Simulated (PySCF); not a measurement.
A side-by-side comparison of computed properties.

First species: NbS(OH)3 (singlet state).
Z-matrix (Å and degrees, PBE0-D3(BJ)/def2-SVP geometry), rows numbered from 1:
```
Nb
S   1  2.1514
O   1  1.8821  2  109.50
H   3  0.9621  1  132.51  2    -1.31
O   1  1.8795  2  109.84  3  -119.81
H   5  0.9615  1  135.32  2    -1.00
O   1  1.8806  2  109.69  3   119.93
H   7  0.9617  1  134.38  2    -0.77
```

Second species: C₄H₄S₂.
InChI=1S/C4H4S2/c5-4-2-1-3-6-4/h1-3,5H

Levels: wB97X-D/def2-SVPD for HOMO energy, LUMO energy, HOMO–LUMO gap and static isotropic polarisability; TDDFT wB97X-D/def2-SVPD for lowest singlet excitation; TDA wB97X-D/def2-SVPD for lowest triplet excitation (Tamm–Dancoff); ΔSCF wB97X-D/def2-SVPD for vertical ionisation energy. Geometries: PBE0-D3(BJ)/def2-SVP. All species are isolated and taken at one optimised geometry (atoms past krypton carry core potentials, spin–orbit coupling is left out); the electronic structure was computed with PySCF and density fitting.

Dipoles, sizes and rotational constants follow the conformer. The torsions of the flexible species, by atom-mapped SMILES:
- `[SH:1][c:2]1[cH:3][cH:4][cH:5][s:6]1`: H–S1–C2–C3 -105°

Q: Which of the two has the higher HOMO–LUMO gap, and by how much?

A: The first: 9.56 eV against 9.45 eV, a difference of 0.11 eV.

Q: Which of the two has the higher HOMO energy, and by how much?

A: The second: -8.74 eV against -9.58 eV, a difference of 0.84 eV.

Q: Which has the higher S1 energy?

A: The second: 5.23 eV against 4.17 eV, a difference of 1.06 eV.

Q: Which has the higher LUMO energy?

A: The second: 0.71 eV against -0.02 eV, a difference of 0.73 eV.

Q: Which of the two has the higher static isotropic polarisability, and by how much?

A: The second: 83.8 au against 74.2 au, a difference of 9.6 au.

Q: Which has the higher vertical ionisation energy?

A: The first: 9.86 eV against 8.89 eV, a difference of 0.97 eV.

On the first: The principal polarisabilities are 67.5, 67.6 and 87.6 au; their mean is the isotropic value. S1 lies 5.39 eV below the HOMO–LUMO gap. Atoms past krypton carry effective core potentials; spin–orbit coupling is left out.

On the second: The vertical singlet–triplet gap S1 − T1 is 1.58 eV (TDDFT singlet less Tamm–Dancoff triplet; S1: HOMO→LUMO, weight 0.74; T1: HOMO→LUMO, weight 0.83). No computed singlet falls in the visible range (750 to 380 nm, 1.65 to 3.26 eV); S1 lies 1.97 eV above its blue end.
